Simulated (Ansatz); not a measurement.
A series at Sn: from `[Br][Sn]([Br])([Br])[Br]`, ligands are replaced one by one, each step taking up H₂ and setting free HBr; n counts the steps. Ansatz, PBE0-D4/def2-TZVP geometries.

CBS adds triple-zeta CCSD(T) − MP2 to the MP2 limit, frozen cores; atoms without spin–orbit coupling. Elements past krypton have def2 core potentials. Outer-core shells of Br, Sn are correlated without core-valence functions. Scalar relativity is left out up to krypton. Spin–orbit coupling is left out.

```csv
n,molecule,"atomization energy, CCSD(T)/CBS (kJ/mol)"
0,`[Br][Sn]([Br])([Br])[Br]`,1208.2
1,`[Br][SnH]([Br])[Br]`,1188.7
2,`[Br][SnH2][Br]`,1163.6
3,`[Br][SnH3]`,1134.6
4,`[SnH4]`,?
```

Task: By hand: fit a straight line y = ȳ + b (n − n̄) to the 4 given rows and predict n = 4.

Result: n̄ = 1.500, ȳ = 1173.78; Σ(n − n̄)(y − ȳ) = -122.95, Σ(n − n̄)² = 5.000, so b = -24.59 kJ/mol a step. Prediction: 1173.78 + (-24.59) × (2.500) = 1112.3 kJ/mol.

Task: By hand: compare with the computed value, 1104.7 kJ/mol, and give the steps along the whole series.

Result: The line misses by -7.6 kJ/mol (computed minus predicted). Steps: -19.5, -25.1, -29.0, -29.9 kJ/mol.

The steps grow at each stage, from -19.5 to -29.9 kJ/mol, so the series is curved and an end member is harder to predict than an inner one. The miss is 7.3 % of the series' range. The energies themselves are unsure by some kJ/mol a bond, though much of that is common to the series.
